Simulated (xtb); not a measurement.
xtb input (GFN2-xTB):

```bash
xtb mol.xyz --gfn 2 --ohess tight --chrg 1 --uhf 0
```
mol.xyz:
```
15

Si    -0.07298319    -0.27707950    -0.78373747
N     -1.25287455     0.08862111     0.43020165
Si    -2.94676194    -0.04853584     0.27534393
O      1.36418372     0.21156592    -0.02865823
Si     2.99578574     0.22863302     0.03423866
H     -0.03162811    -1.65490419    -0.99738455
H     -0.21898338     0.56505839    -1.97419491
H     -0.92474960     0.57600624     1.27087896
H     -3.49470015     0.92360411    -0.64863173
H     -3.19839499    -1.41037400    -0.22206139
H     -3.45927937     0.10092115     1.61339261
H      3.25359558     0.78313323     1.36435732
H      3.41849219     1.16624825    -1.04293102
H      3.47195602    -1.13381848    -0.22785647
H      1.15440008    -0.07724924     0.86285256
```

Output:

```
           -------------------------------------------------
          |                Calculation Setup                |
           -------------------------------------------------

           -------------------------------------------------
          |                 G F N 2 - x T B                 |
           -------------------------------------------------

        Reference                      10.1021/acs.jctc.8b01176
      * Hamiltonian:
        H0-scaling (s, p, d)           1.850000    2.230000    2.230000
        zeta-weighting                 0.500000
      * Dispersion:
        s8                             2.700000
        a1                             0.520000
        a2                             5.000000
        s9                             5.000000
      * Repulsion:
        kExp                           1.500000    1.000000
        rExp                           1.000000
      * Coulomb:
        alpha                          2.000000
        third order                    shell-resolved
        anisotropic                    true
        a3                             3.000000
        a5                             4.000000
        cn-shift                       1.200000
        cn-exp                         4.000000
        max-rad                        5.000000

          ...................................................
          :                      SETUP                      :
          :.................................................:
          :  # basis functions                  48          :
          :  # atomic orbitals                  45          :
          :  # shells                           23          :
          :  # electrons                        32          :
          :  max. iterations                   250          :
          :  Hamiltonian                  GFN2-xTB          :
          :  restarted?                      false          :
          :  GBSA solvation                  false          :
          :  PC potential                    false          :
          :  electronic temp.          300.0000000     K    :
          :  accuracy                    1.0000000          :
          :  -> integral cutoff          0.2500000E+02      :
          :  -> integral neglect         0.1000000E-07      :
          :  -> SCF convergence          0.1000000E-05 Eh   :
          :  -> wf. convergence          0.1000000E-03 e    :
          :  Broyden damping             0.4000000          :
          :  net charge                          1          :
          :  unpaired electrons                  0          :
          ...................................................

 iter      E             dE          RMSdq      gap      omega  full diag
   1    -16.9716272 -0.169716E+02  0.981E+00    5.45       0.0  T
   2    -17.1191397 -0.147512E+00  0.788E+00    4.05       1.0  T
   3    -17.1289640 -0.982427E-02  0.497E+00    3.96       1.0  T
   4    -17.1229886  0.597536E-02  0.179E+00    3.54       1.0  T
   5    -17.1314600 -0.847140E-02  0.389E-01    4.00       1.0  T
   6    -17.1319593 -0.499356E-03  0.333E-01    3.95       1.0  T
[...]
   8 O   14 Si          2     1.7861325     1.8136801     1.7585849

           -------------------------------------------------
          |               Frequency Printout                |
           -------------------------------------------------
 projected vibrational frequencies (cm⁻¹)
eigval :       -0.00    -0.00    -0.00     0.00     0.00     0.00
eigval :       20.79    38.83    54.61    69.88   130.88   169.30
eigval :      201.68   368.81   392.17   464.18   489.73   520.95
Molecule has no symmetry elements
It seems to be the C1 point group
eigval :      552.73   568.17   574.72   591.46   604.86   673.41
eigval :      721.58   729.52   736.96   747.78   752.68   764.27
eigval :      788.57   806.79  1003.71  1038.50  1166.87  2299.82
eigval :     2308.21  2323.99  2353.69  2368.60  2372.85  2391.19
eigval :     2417.53  3412.69  3426.89
 reduced masses (amu)
   1: 22.79   2: 19.66   3: 22.67   4: 22.63   5: 23.03   6: 17.53   7: 13.66   8:  6.89
   9: 17.04  10:  5.80  11: 14.12  12: 22.40  13: 16.79  14:  4.58  15: 18.66  16:  3.49
  17:  8.47  18:  9.27  19:  8.45  20:  6.62  21:  4.71  22:  3.54  23:  4.35  24: 13.25
  25:  2.57  26:  2.44  27:  2.33  28:  3.35  29:  2.22  30:  2.93  31:  4.10  32:  2.62
  33: 11.02  34:  4.57  35:  5.77  36:  1.64  37:  1.87  38:  2.07  39:  1.51  40:  2.10
  41:  1.97  42:  2.04  43:  1.77  44:  1.86  45:  1.88
 IR intensities (km·mol⁻¹)
   1:  2.53   2:  3.28   3:  3.34   4:  7.95   5:  1.41   6:  6.97   7:  0.32   8:  0.41
   9:  2.10  10:  1.14  11:  1.88  12:  0.21  13:  1.84  14: 79.67  15: 86.37  16: 64.91
  17:157.36  18:217.01  19:242.27  20: 66.60  21:111.26  22: 73.12  23:108.52  24: 88.34
  25:160.78  26:162.30  27:180.97  28:218.46  29: 71.36  30:296.39  31:401.31  32: 49.19
  33: 73.71  34:341.08  35:328.14  36:170.38  37:193.31  38:225.35  39: 89.68  40:145.48
  41:136.23  42:290.16  43:177.54  44:  5.96  45: 47.15
 Raman intensities (Ä⁴*amu⁻¹)
   1:  0.00   2:  0.00   3:  0.00   4:  0.00   5:  0.00   6:  0.00   7:  0.00   8:  0.00
   9:  0.00  10:  0.00  11:  0.00  12:  0.00  13:  0.00  14:  0.00  15:  0.00  16:  0.00
  17:  0.00  18:  0.00  19:  0.00  20:  0.00  21:  0.00  22:  0.00  23:  0.00  24:  0.00
  25:  0.00  26:  0.00  27:  0.00  28:  0.00  29:  0.00  30:  0.00  31:  0.00  32:  0.00
  33:  0.00  34:  0.00  35:  0.00  36:  0.00  37:  0.00  38:  0.00  39:  0.00  40:  0.00
  41:  0.00  42:  0.00  43:  0.00  44:  0.00  45:  0.00
 output can be read by thermo (or use thermo option).
 writing <g98.out> molden fake output.
 recommended (thermochemical) frequency scaling factor: 1.0
           -------------------------------------------------
          |             Thermodynamic Functions             |
           -------------------------------------------------

c1  symmetry found (for desy threshold:  0.10E+00) used in thermo

          ...................................................
          :                      SETUP                      :
          :.................................................:
          :  # frequencies                          39      :
          :  # imaginary freq.                       0      :
          :  linear?                             false      :
          :  only rotor calc.                    false      :
          :  symmetry                               c1      :
          :  rotational number                       1      :
          :  scaling factor                  1.0000000      :
          :  rotor cutoff                   50.0000000 cm⁻¹ :
          :  imag. cutoff                  -20.0000000 cm⁻¹ :
          :.................................................:

    mode    ω/cm⁻¹     T·S(HO)/kcal·mol⁻¹    T·S(FR)/kcal·mol⁻¹   T·S(vib)
   ------------------------------------------------------------------------
       1     20.79    -1.95513 (  2.90%)    -1.31605 ( 97.10%)    -1.33458
       2     38.83    -1.58548 ( 26.68%)    -1.13115 ( 73.32%)    -1.25236
       3     54.61    -1.38430 ( 58.73%)    -1.03022 ( 41.27%)    -1.23818
       4     69.88    -1.23933 ( 79.23%)    -0.95723 ( 20.77%)    -1.18075
       5    130.88    -0.87448 ( 97.91%)    -0.77140 (  2.09%)    -0.87233
       6    169.30    -0.72845 ( 99.24%)    -0.69518 (  0.76%)    -0.72820
       7    201.68    -0.63139 ( 99.62%)    -0.64334 (  0.38%)    -0.63143
   ------------------------------------------------------------------------

   temp. (K)  partition function   enthalpy   heat capacity  entropy
                                   cal/mol     cal/K/mol   cal/K/mol   J/K/mol
 298.15  VIB  0.195E+05             5262.772     31.106     33.389
Note: The following floating-point exceptions are signalling: IEEE_UNDERFLOW_FLAG IEEE_DENORMAL
normal termination of xtb
         ROT  0.352E+06              888.752      2.981     28.361
         INT  0.686E+10             6151.524     34.087     61.750
         TR   0.134E+28             1481.254      4.968     40.349
         TOT                        7632.7779    39.0554   102.0992   427.1829

       T/K    H(0)-H(T)+PV         H(T)/Eh          T*S/Eh         G(T)/Eh
   ------------------------------------------------------------------------
    298.15    0.121636E-01    0.106525E+00    0.485106E-01    0.580143E-01
   ------------------------------------------------------------------------

         :::::::::::::::::::::::::::::::::::::::::::::::::::::
         ::                  THERMODYNAMIC                  ::
         :::::::::::::::::::::::::::::::::::::::::::::::::::::
         :: total free energy         -16.934657701321 Eh   ::
         ::.................................................::
         :: total energy              -16.992672019052 Eh   ::
         :: zero point energy           0.094361315515 Eh   ::
         :: G(RRHO) w/o ZPVE           -0.036346997784 Eh   ::
         :: G(RRHO) contrib.            0.058014317731 Eh   ::
         :::::::::::::::::::::::::::::::::::::::::::::::::::::

optimized geometry written to: xtbopt.xyz

           -------------------------------------------------
          | TOTAL ENERGY              -16.992672019052 Eh   |
          | TOTAL ENTHALPY            -16.886147097696 Eh   |
          | TOTAL FREE ENERGY         -16.934657701321 Eh   |
          | GRADIENT NORM               0.000123661627 Eh/α |
          | HOMO-LUMO GAP               4.128183178951 eV   |
           -------------------------------------------------

------------------------------------------------------------------------
------------------------------------------------------------------------
 total:
 SCF:
 ANC optimizer:
 analytical hessian:
```

It need not be the lowest isomer of its formula.
